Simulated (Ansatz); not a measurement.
`CC([SiH3])[AsH2]`. Total charge 0; spin multiplicity 1.

```xyz
13

C     1.125   -0.718    0.396
C     0.228    0.476    0.093
Si   -1.499    0.266    0.804
As    0.083    0.917   -1.836
H     0.728   -1.632   -0.055
H     1.211   -0.891    1.474
H     2.133   -0.571   -0.001
H     0.643    1.386    0.543
H    -1.417    0.003    2.267
H    -2.319    1.485    0.578
H    -2.171   -0.893    0.155
H    -0.299   -0.494   -2.269
H     1.556    0.666   -2.149
```

Question: List the harmonic frequencies (cm⁻¹, unscaled) at PBE0-D4/def2-TZVP in Ansatz. (Best estimate.)

Answer: Ansatz gave: 102, 147, 164, 219, 254, 275, 463, 605, 632, 701, 770, 801, 924, 942, 946, 981, 991, 1037, 1078, 1138, 1273, 1404, 1484, 1488, 2183, 2199, 2212, 2218, 2228, 3031, 3052, 3098, 3113.

Question: Is this a minimum?

Answer: Yes, all 33 modes are real.

Question: Give the ideal-gas thermochemistry at 298.15 K and 1 bar (rigid rotor, harmonic oscillator; point group C1, symmetry number 1).

Answer: Zero-point energy 252.1 kJ/mol; H(298) − E = 274.2 kJ/mol; entropy 356.4 J/(mol·K), of which translation 170.1, rotation 114.9, vibration 71.4; G(298) − E = 167.9 kJ/mol.
